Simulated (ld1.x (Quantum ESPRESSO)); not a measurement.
## Before and after: PAW potential for Ru

- Element: Ru (Z = 44)
- Generator: ld1.x (Quantum ESPRESSO) 7.5
- Type: PAW
- Functional: PBE
- Relativity: scalar-relativistic
- Frozen core: [Ar] 3d10
- Valence charge: 16
- Reference configuration: 4s2 4p6 4d7 5s0.75 5p0.25
- Partial waves: 4s (bound): rcut 1.35, rcutus 1.50 bohr; 5s (bound): rcut 1.35, rcutus 1.50 bohr; 4p (bound): rcut 1.70, rcutus 2.20 bohr; 5p (bound): rcut 1.70, rcutus 2.20 bohr; 4d (bound): rcut 1.10, rcutus 1.45 bohr; 4d channel at -0.05 Ry: rcut 1.10, rcutus 1.45 bohr
- Local potential: all-electron potential smoothed inside 1.60 bohr (lloc = -2)
- Core correction: Bessel-smoothed model core inside 1.50 bohr
- Augmentation charge: BESSEL, radius 1.20 bohr

All-electron outer shells of the reference configuration (PBE, scalar-relativistic, ld1.x):

```csv
shell,level (eV),outermost node (bohr),outermost maximum (bohr)
3p,-447.65,0.16,0.36
3d,-273.54,–,0.30
4s,-76.81,0.48,0.92
4p,-46.86,0.49,0.98
4d,-5.63,0.48,1.21
5s,-4.54,1.24,2.73
5p,-1.16,1.41,3.92
```

Change: augmentation BESSEL, radius 0.95 bohr.

Cutoffs: the cutoffs (Ry, on a coarse ladder) from which the occupation-weighted sum of valence levels, in a spherical-Bessel basis at the reference potential, stays within 10 and 1 mRy of its value at 400 Ry; they do not see the model core or the augmentation charge, which bear on the density cutoff. Errors are all-electron minus pseudo energies relative to the spin-unpolarised reference configuration.

Task: Predict the effect on cutoff, ghosts and configuration errors.

Result: The potential gets neither clearly harder nor softer (50 Ry and 90 Ry → 50 Ry and 90 Ry); the number of tests that count goes from 6 to 5 (the test run of the changed file stopped, so its transferability is not established); of the 5 tests that both files solve, the error grows in 2 and shrinks in 1 by more than 15 % and 0.3 meV (median size 1.4 → 1.0 meV); neither file shows a bound ghost at the reference potential, the only one tested.

| quantity | base | changed |
| --- | --- | --- |
| cutoff, loose | 50 Ry | 50 Ry |
| cutoff, tight | 90 Ry | 90 Ry |
| bound ghosts | none | none |
| tests counted (converged, no solver errors) | 6 of 7 | 5 of 7 (the test run stopped) |
| error for 4s2 4p6 4d7 5s1 5p0, meV [ΔE -0.84 eV] | +0.4 | +0.5 |
| error for 4s2 4p6 4d7 5s0 5p0, meV [ΔE 6.45 eV] | -1.4 | -0.4 |
| error for 4s2 4p6 4d6 5s0 5p0, meV [ΔE 24.64 eV] | -1.4 | -1.5 |
| error for 4s2 4p6 4d6 5s1 5p0, meV [ΔE 9.27 eV] | +0.7 | +1.0 |
| error for 4s1 4p6 4d7 5s1 5p0, meV [ΔE 81.85 eV] | -25 | -40 |
| s: phases at 2.39 bohr within 0.05 rad from the reference energy up to (Ry; the scan ends near 5) | to the end of the scan | to the end of the scan |
| p: phases at 2.39 bohr within 0.05 rad from the reference energy up to (Ry; the scan ends near 5) | 0.8 | 0.8 |
| d: phases at 2.39 bohr within 0.05 rad from the reference energy up to (Ry; the scan ends near 5) | to the end of the scan | to the end of the scan |
| lowest overlap eigenvalue by channel | s 0.22, p 0.10, d 0.88 | s 0.22, p 0.10, d 0.88 |

Base: Tests not counted: 4s2 4p6 4d4 5s0 5p0 (solver errors, printed error -1446 eV).
